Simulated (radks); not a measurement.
Eu34+, 29 electrons, occupied as [Ar] 3d9.75 4s1 4f0.25 (fractional occupations, a model configuration).

Method: Dirac Kohn-Sham, BLYP, spin-unpolarised, spherical densities, point nucleus; open shells are shared between the two j in proportion to 2j + 1; computed with a radial shooting solver on a logarithmic mesh with Libxc functionals.

Energy parts (eV):
total: -277105.34
kinetic: 302610.81
electron-nucleus: -636559.12
Hartree: 62150.90
exchange-correlation: -5307.93

Orbitals (lengths in bohr, moments of r in powers of bohr):
| orbital | occ. | eigenvalue (eV) | <r^4> | small-component weight |
|---|---|---|---|---|
| 1s1/2 | 2 | -49721.30 | 1.224e-06 | 5.50e-02 |
| 2s1/2 | 2 | -9291.302 | 0.0001931 | 1.22e-02 |
| 2p1/2 | 2 | -8892.280 | 0.0001196 | 1.22e-02 |
| 2p3/2 | 4 | -8240.592 | 0.0001553 | 1.13e-02 |
| 3s1/2 | 2 | -3022.449 | 0.006981 | 3.98e-03 |
| 3p1/2 | 2 | -2852.341 | 0.006268 | 3.92e-03 |
| 3p3/2 | 4 | -2713.470 | 0.007533 | 3.69e-03 |
| 3d3/2 | 3.9 | -2425.043 | 0.005235 | 3.57e-03 |
| 3d5/2 | 5.85 | -2394.179 | 0.005538 | 3.50e-03 |
| 4s1/2 | 1 | -1441.461 | 0.1035 | 1.71e-03 |
| 4p1/2 | 0 | -1371.152 | 0.1051 | 1.66e-03 |
| 4p3/2 | 0 | -1326.588 | 0.1199 | 1.60e-03 |
| 4f5/2 | 0.107143 | -1078.626 | 0.09303 | 1.26e-03 |
| 4f7/2 | 0.142857 | -1076.080 | 0.09427 | 1.26e-03 |
| 5s1/2 | 0 | -852.1406 | 0.8126 | 9.33e-04 |

The highest occupied level is 4f7/2 at -1076.1 eV. The configuration is held as typed, so some empty levels lie below it. Summed over all electrons, <r^2> = 1.496 bohr^2, which gives a Langevin (diamagnetic) susceptibility term of -1.19 x 10^-6 cm^3/mol. The density falls to 0.001 e/bohr^3 at r = 1.10 bohr.
